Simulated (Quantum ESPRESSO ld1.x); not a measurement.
Values are calculated unless marked as measured or tabulated.
Q: These are the eigenvalues of the occupied orbitals of an atom or ion with whole-number occupations (hartree). Code: ld1.x of Quantum ESPRESSO 7.5. Model: Dirac Kohn-Sham, PW91, spin-unpolarised, spherical densities, point nucleus.

| orbital | eigenvalue |
|---|---|
| 1s1/2 | -1535.53 |
| 2s1/2 | -246.916 |
| 2p1/2 | -233.366 |
| 2p3/2 | -215.637 |
| 3s1/2 | -53.2613 |
| 3p1/2 | -47.4987 |
| 3p3/2 | -43.9866 |
| 3d3/2 | -33.9307 |
| 3d5/2 | -33.1738 |
| 4s1/2 | -10.5809 |
| 4p1/2 | -8.42499 |
| 4p3/2 | -7.66866 |
| 4d3/2 | -4.12979 |
| 4d5/2 | -3.99716 |
| 5s1/2 | -1.43193 |
| 5p1/2 | -0.86002 |
| 5p3/2 | -0.75762 |
| 6s1/2 | -0.12826 |
| 4f5/2 | -0.05098 |

Which element is it, and in what charge state? The configuration may be excited. Open shells, if any, fill j = l - 1/2 first.

A: Z = 59, praseodymium, charge 0: Pr in [Xe] 4f3 6s2. The list shows which subshells hold electrons but not how many an open one holds; the 1s level, -1535.5 hartree, gives Z - s = 55.4 by -(Z - s)^2/2, which with screening and relativity narrows Z to a few neighbours, and the depths of the outer levels then fix element, charge and occupations together.
